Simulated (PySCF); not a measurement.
**Computed properties of C3H4ClF, SMILES C/C(Cl)=C\F**

(E)-2-chloro-1-fluoroprop-1-ene (C₃H₄ClF), SMILES C/C(Cl)=C\F. Geometry: PBE0-D3(BJ)/def2-SVP. Other conformers were not sampled. All values are computed for the isolated molecule unless a solvent is named; none is compared with measurement here.

**Structure.** The optimised structure has Cs symmetry. All 21 harmonic modes at PBE0-D3(BJ)/def2-SVP (PySCF) are real, so it is a minimum. With heavy atoms numbered as in [CH3:1]/[C:2]([Cl:3])=[CH:4]\[F:5], the shortest bond between them is C4–F5 at 1.331 Å and the longest C2–Cl3 at 1.736 Å.

**Vibrations.** The strongest infrared lines (harmonic, unscaled, degenerate partners summed) lie at 1132 cm⁻¹ (117 km/mol, C 64 %, H 29 %), 1209 cm⁻¹ (113 km/mol, C 44 %, F 30 %, H 26 %), 1781 cm⁻¹ (20 km/mol, C 94 %). The softest mode is at 182 cm⁻¹ and the zero-point energy is 40.1 kcal/mol.

**Electronic structure.** CAM-B3LYP/def2-TZVP (PySCF) places the frontier levels at -8.44 and 1.20 eV, a gap of 9.64 eV, and gives a dipole moment of 0.48 D and a mean polarisability of 48.8 bohr³. PBE/def2-TZVP (PySCF) at the same geometry gives -5.86 and -0.91 eV, so its gap is 4.69 eV narrower. An orbital gap is neither the optical nor the fundamental gap.

**Excitations.** TDDFT-ωB97X/def2-SVPD (PySCF) has S1 at 6.41 eV (193 nm, f = 0.001, dark); the most intense of the 10 singlets computed lies at 6.91 eV (f = 0.32). T1 (TDA) is at 4.16 eV. TDDFT-PBE/def2-SVPD (PySCF) puts S1 at 5.58 eV. No vertical singlet excitation falls in the visible range (under 3.1 eV).

**NMR.** GIAO shifts at PBE0/pcSseg-1 (PySCF) (non-relativistic, atoms alike by connectivity averaged): ¹³C from 20.5 to 156.7 ppm against TMS; ¹H from 2.3 to 7.2 ppm against TMS; ¹⁹F at -134.5 ppm against CFCl3. Without spin–orbit terms, shifts of atoms bonded to Cl or Br come out too high.

**Solvation.** SMD-B3LYP/6-31G* (PySCF) gives 1.0 kcal/mol in water, -2.6 kcal/mol in benzene, -2.7 kcal/mol in ethanol (1 M in both phases, gas-phase geometry).
